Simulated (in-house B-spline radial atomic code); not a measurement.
The numbers below are computed, except where a source is named.
## Ga in an electron gas of r_s = 3.3: phase shifts, screening and friction

A nucleus sits in a uniform electron gas with a rigid positive background. The Kohn-Sham equations are solved self-consistently in the spin-unpolarised LDA (PW92), non-relativistic, on B-splines with outgoing waves at the boundary and partial waves to l = 8. The model has no lattice, no bands and no magnetic solution. Atomic units; δ_l are the phase shifts at the Fermi level, counted so that each bound state adds π, and good to about 0.0005.

The density parameter is r_s = 3.3 bohr.

| l | δ_l (rad) |
| --- | --- |
| 0 | 10.6692 |
| 1 | 7.3902 |
| 2 | 3.1660 |
| 3 | 0.0031 |
| 4 | 0.0006 |
| 5 | 0.0000 |
| 6 | 0.0001 |
| 7 | 0.0000 |
| 8 | 0.0001 |

Bound levels below the band bottom (hartree): p -39.78, s -4.938, p -3.28, d -0.433, s -0.07559 and deeper ones.

Q: Check the Friedel sum rule, and say where the screening charge sits.

A: k_F = (9π/4)^(1/3)/r_s = 0.58156. The rule is Z = (2/π) Σ (2l + 1) δ_l. The terms are s 6.792, p 14.114, d 10.078, f 0.014 and 0.005 beyond, in all 31.003 against Z = 31. Bound states hold 8 s, 12 p, 10 d electrons, so the scattering states carry 1.00 in all; where a term is smaller than its bound count, the bound level has drawn weight out of the band.

Q: Find the transport cross section and the electronic stopping of a 2 keV Ga ion (mass 69.72 u).

A: σ_tr = (4π/k_F²) Σ (l + 1) sin²(δ_l − δ_(l+1)). The terms for l = 0 to 3 are 0.0188, 1.5600, 0.0014, 0.0000, all together 1.5802, so σ_tr = 37.155 × 1.5802 = 58.711 bohr². With n = 3/(4π r_s³) = 0.006643, the friction coefficient is Q = n k_F σ_tr = 0.2268. For v well below v_F = 0.582, dE/dx = Q v; with 24801 eV per u at v = 1, v = √(2000/(24801 × 69.72)) = 0.0340, so dE/dx = 0.00771 hartree/bohr = 3.97 eV/nm. The largest term couples the p and d waves.
